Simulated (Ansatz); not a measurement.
Born–Oppenheimer molecular dynamics of FH₅O₃Si₂ (11 atoms, charge 0, multiplicity 1). It goes on from the last frame of an earlier run, with new velocities.

Method: Ansatz, RKS PBE0-D4/def2-SVP.

```json
{"ensemble": "NVE (velocity Verlet)", "time step": "0.5 fs", "steps asked": "150", "starting velocities drawn for": "400 K", "seed": "141473"}
```

First frame:

```xyz
11
Properties=species:S:1:pos:R:3
Si -0.203 -0.337 0.101
F -0.443 0.414 1.512
O 1.245 -1.074 0.137
Si 2.630 -1.134 -0.813
H 2.281 -1.740 -2.151
H 3.193 0.246 -1.047
H 3.562 -2.075 -0.206
O -0.084 0.802 -1.053
H -0.845 1.184 -1.522
O -1.413 -1.386 -0.232
H -1.698 -1.745 0.620
```

Problem. How far do the bonds stretch over the last three quarters of this one trajectory? (Pairs bonded in most of those frames.)

Solution. 
```csv
bond,mean (Å),spread (Å),shortest,longest
Si1–F2,1.605,0.011,1.59,1.62
Si1–O3,1.628,0.018,1.60,1.66
Si1–O8,1.652,0.018,1.62,1.68
Si1–O10,1.640,0.011,1.62,1.66
O3–Si4,1.667,0.012,1.64,1.68
Si4–H5,1.503,0.055,1.42,1.58
Si4–H6,1.493,0.015,1.47,1.51
Si4–H7,1.490,0.024,1.46,1.52
O8–H9,0.974,0.055,0.89,1.05
O10–H11,0.965,0.031,0.92,1.01
```

Mean temperature of the second half: 237 K. The conserved energy stayed within 0.72 meV per atom of its start (net change 0.55 meV per atom), so the integration is sound. A run of 0.075 ps of so small a system gives no equilibrium averages.

Run time: 6.7 min on 2 threads of Arm Neoverse V2 (shared host), peak memory 0.27 GiB.
